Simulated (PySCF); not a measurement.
**Radial density of Pb(76+) (lead, charge +76)**

BHandHLYP, [He] 2s2 2p2, high-spin 3P determinant. All numbers are calculated (PySCF 2.14, no relativity, point nucleus, in an uncontracted even-tempered set (17 s from 59 bohr⁻², ratio 2.2; 10 p from 76 bohr⁻², ratio 2.2; 5 d from 280 bohr⁻², ratio 2.4; 5 f from 420 bohr⁻², ratio 2.4; 4 g from 630 bohr⁻², ratio 2.4)).

```tsv
r (bohr)	4πr²ρ (e/bohr)	4πr²(ρα − ρβ)
0.000304	0.4295	0.0000
0.000511	1.175	0.0000
0.000860	3.138	0.0000
0.00145	8.064	0.0007
0.00243	19.40	0.0072
0.00409	41.76	0.0540
0.00688	74.57	0.3513
0.0116	97.38	1.9330
0.0195	78.44	8.1827
0.0328	48.99	22.5540
0.0551	59.54	30.4057
0.0927	31.65	12.3295
0.156	2.016	0.6644
0.262	0.004973	0.0013
```

A non-relativistic calculation at this Z misses sizeable relativistic shifts. Spin-orbit coupling is strong in this species (close to jj coupling), so the high-spin LS determinant is a model state, not a physical level.
